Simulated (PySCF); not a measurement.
Precursor series Ti Cl-Br. Gas-phase values, no solvent.

Method: PySCF 2.14.0 with PBE-D3(BJ)/def2-TZVP // BP86-D3(BJ)/def2-SVP. 

```csv
species,charge on the central atom (Mulliken) (e),mean distance from the central atom to its bonded neighbours (Å),HOMO–LUMO gap (eV),LUMO (eV)
0 of 4 Cl replaced by Br ([Ti(Cl)4]),0.96,2.174,3.64,-4.62
1 of 4 Cl replaced by Br ([Ti(Cl)3(Br)]),(withheld),(withheld),(withheld),(withheld)
2 of 4 Cl replaced by Br,0.90,2.250,(withheld),-4.58
3 of 4 Cl replaced by Br ([Ti(Cl)(Br)3]),0.87,2.288,3.01,-4.56
4 of 4 Cl replaced by Br ([Ti(Br)4]),0.83,2.327,3.00,-4.54
```

Problem. Fill in the missing entries.

Solution. 
- 1 of 4 Cl replaced by Br ([Ti(Cl)3(Br)]), charge on the central atom (Mulliken) (e): 0.93
- 1 of 4 Cl replaced by Br ([Ti(Cl)3(Br)]), mean distance from the central atom to its bonded neighbours (Å): 2.212
- 1 of 4 Cl replaced by Br ([Ti(Cl)3(Br)]), HOMO–LUMO gap (eV): 3.30
- 1 of 4 Cl replaced by Br ([Ti(Cl)3(Br)]), LUMO (eV): -4.60
- 2 of 4 Cl replaced by Br, HOMO–LUMO gap (eV): 3.10
